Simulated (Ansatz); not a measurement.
`N[SiH2][SiH](O)S` + disilane → `O[SiH](S)[SiH2][SiH3]` + `N[SiH3]`  (formal exchange of groups at the Si–Si bond)

Program: Ansatz. Geometries: PBE0-D4/def2-TZVP. ΔE: electronic, gas phase. CCSD(T)/CBS adds triple-zeta CCSD(T) − MP2 to the extrapolated MP2 energy (def2 sets, frozen cores). This one scheme is used for every species. DFT in def2-TZVPP. One conformer a species, not always the lowest.

`N[SiH2][SiH](O)S`:

Z-matrix (Å, degrees):
```
Si
Si 1 2.343
N 1 1.732 2 102.9
H 1 1.495 2 112.1 3 -125.6
H 1 1.488 2 111.2 3 114.1
S 2 2.148 1 103.0 3 67.1
O 2 1.649 1 109.5 3 -53.2
H 2 1.482 1 117.6 3 -172.1
H 3 1.009 1 118.3 2 -59.4
H 3 1.009 1 119.2 2 161.9
H 6 1.345 2 95.7 1 -176.3
H 7 0.961 2 115.1 1 41.9
```

`[SiH3][SiH3]`:

Z-matrix (Å, degrees):
```
Si
Si 1 2.338
H 1 1.488 2 110.3
H 1 1.488 2 110.3 3 120.0
H 1 1.488 2 110.3 3 -120.0
H 2 1.488 1 110.3 3 59.9
H 2 1.488 1 110.3 3 179.9
H 2 1.488 1 110.3 3 -60.1
```

`O[SiH](S)[SiH2][SiH3]`:

Cartesian coordinates in Å:
```
O -1.384 -0.691 2.402
Si -0.633 0.213 1.249
S -1.979 1.513 0.192
Si 0.301 -1.245 -0.313
Si 1.436 0.025 -1.915
H -1.973 -0.239 3.010
H 0.384 1.115 1.857
H -1.658 2.604 0.905
H -0.786 -2.030 -0.962
H 1.234 -2.190 0.361
H 2.217 -0.851 -2.829
H 0.465 0.815 -2.716
H 2.376 0.961 -1.241
```

`N[SiH3]`:

Z-matrix (Å, degrees):
```
Si
N 1 1.720
H 1 1.486 2 107.9
H 1 1.494 2 116.0 3 -120.3
H 1 1.486 2 107.9 3 119.4
H 2 1.007 1 119.6 3 -168.6
H 2 1.007 1 119.6 3 49.2
```

Q: Is it downhill or uphill in electronic energy at CCSD(T)/CBS, and by how much? (Estimate.)

A: Computed: Downhill: ΔE = -7.5 kJ/mol.

Q: What do these levels give: r2SCAN-D4, B2PLYP, r2SCAN, CCSD/def2-TZVPP, HF/CBS(def2), CCSD/CBS(def2)? (Estimate.)

A: Computed: r2SCAN-D4 -5.3, B2PLYP -6.0, r2SCAN -5.0, CCSD/def2-TZVPP -6.6, HF/CBS(def2) -6.8, CCSD/CBS(def2) -7.4 kJ/mol.

Largest T1 diagnostic among the species: 0.013.
